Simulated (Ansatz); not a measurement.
Relaxation of C$_{2}$H$_{8}$Sn (11 atoms, charge 0, multiplicity 1), to a largest force component of 0.03 eV/Å in at most 50 steps.

Level of theory: RKS PBE0-D4/def2-SVP (Ansatz 0.2.0).

```xyz
11
Properties=species:S:1:pos:R:3
Sn -0.970 -0.213 0.358
H 1.618 -0.025 1.742
C 2.330 0.000 0.898
H 2.620 -1.026 0.634
H 1.883 0.496 0.022
H 3.216 0.571 1.204
C -1.082 1.708 -0.733
H -2.111 1.779 -1.141
H -0.939 2.571 -0.060
H -0.378 1.767 -1.582
H -0.507 -1.123 -1.115
```

Where does it end, and by what steps?

It converged. The force dipped under the threshold on the way, but the program's further checks kept it going. After 28 steps the energy has fallen by 0.036 eV; H6 moved furthest, 1.12 Å.

```
step  energy less start (eV)  largest force component (eV/Å)  accepted
   0                  0.0000                           0.130       yes
   1                 -0.0089                           0.233       yes
   2                 -0.0088                           0.397        no
   3                 -0.0154                           0.118       yes
   4                 -0.0191                           0.167       yes
   5                 -0.0208                           0.147       yes
   6                 -0.0225                           0.089       yes
   7                 -0.0242                           0.052       yes
   8                 -0.0251                           0.063       yes
   9                 -0.0255                           0.096       yes
  10                 -0.0263                           0.068       yes
  11                 -0.0274                           0.049       yes
  12                 -0.0251                           0.301        no
  13                 -0.0184                           0.191        no
  14                 -0.0281                           0.012       yes
  15                 -0.0289                           0.126       yes
  16                 -0.0298                           0.060       yes
  17                 -0.0308                           0.121       yes
  18                 -0.0318                           0.112       yes
  19                 -0.0320                           0.130       yes
  20                 -0.0280                           0.361        no
  21                 -0.0339                           0.045       yes
  22                 -0.0347                           0.030       yes
  23                 -0.0351                           0.068       yes
  24                 -0.0355                           0.051       yes
  25                 -0.0358                           0.031       yes
  26                 -0.0360                           0.055       yes
  27                 -0.0358                           0.065        no
  28                 -0.0362                           0.021       yes
```

```xyz
11
Properties=species:S:1:pos:R:3
Sn -1.050 -0.304 0.380
H 1.431 0.084 1.544
C 2.141 0.007 0.704
H 2.973 -0.636 1.021
H 1.675 -0.441 -0.188
H 2.506 1.011 0.453
C -0.869 1.711 -0.503
H -1.660 1.823 -1.264
H -0.991 2.504 0.249
H 0.097 1.836 -1.016
H -0.571 -1.090 -1.154
```

Whether the end is a true minimum wasn't checked by a vibrational analysis.

Run time: 65 s on 2 threads of Arm Neoverse V2, with other jobs on the host, peak memory 0.2 GiB.
